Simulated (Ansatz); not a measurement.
# Relaxing a trial structure of AsGaH6O3

The starting geometry of this gas-phase singlet was optimised with GFN2-xTB.

```xyz
11

As    0.3656   -2.4049   -0.8118
Ga   -1.8139   -1.2931    0.5748
O    -3.1519   -2.1558   -0.1320
O    -1.2242    0.1740   -0.1805
O    -1.3481   -1.6488    2.2139
H    -3.5206   -1.8324   -0.9515
H    -0.8927    0.8890    0.3582
H    -1.8311   -2.3366    2.6682
H     0.4100   -1.8435   -2.1926
H     1.2476   -3.5542   -1.2367
H     1.5640   -1.6081   -0.4305
```

Task: Where would you expect an optimisation with PBE0-D4/def2-SVP to take it?

Result: It keeps its bonds, and is `[OH][Ga-]([OH])([OH])[AsH3+]`.

The energy falls by 0.22 eV over 16 steps:

| step | E − E(last) (eV) |
| --- | --- |
| 1 | 0.219 |
| 3 | 0.058 |
| 4 | 0.021 |
| 6 | 0.006 |
| 8 | 0.002 |
| 9 | 0.002 |
| 11 | 0.000 |
| 13 | 0.000 |
| 14 | 0.000 |
| 16 | 0.000 |

Final geometry (Å):

```xyz
11

As    0.4166   -2.2213   -0.8490
Ga   -1.7151   -1.2385    0.4803
O    -2.9549   -2.2665   -0.3117
O    -1.5354    0.4633   -0.0609
O    -1.1623   -1.6767    2.1306
H    -3.4751   -1.7753   -0.9558
H    -1.1882    1.0296    0.6358
H    -1.6378   -2.4359    2.4825
H     0.5075   -2.0832   -2.3518
H     0.7436   -3.6960   -0.7840
H     1.8061   -1.7140   -0.5363
```

No frequencies were run, so the end isn't proven a minimum. Run with Ansatz 0.2.0, 95 s on 2 threads of Intel(R) Xeon(R) Platinum 8259CL CPU @ 2.50GHz (Skylake/Cascade Lake), with other jobs on the host.
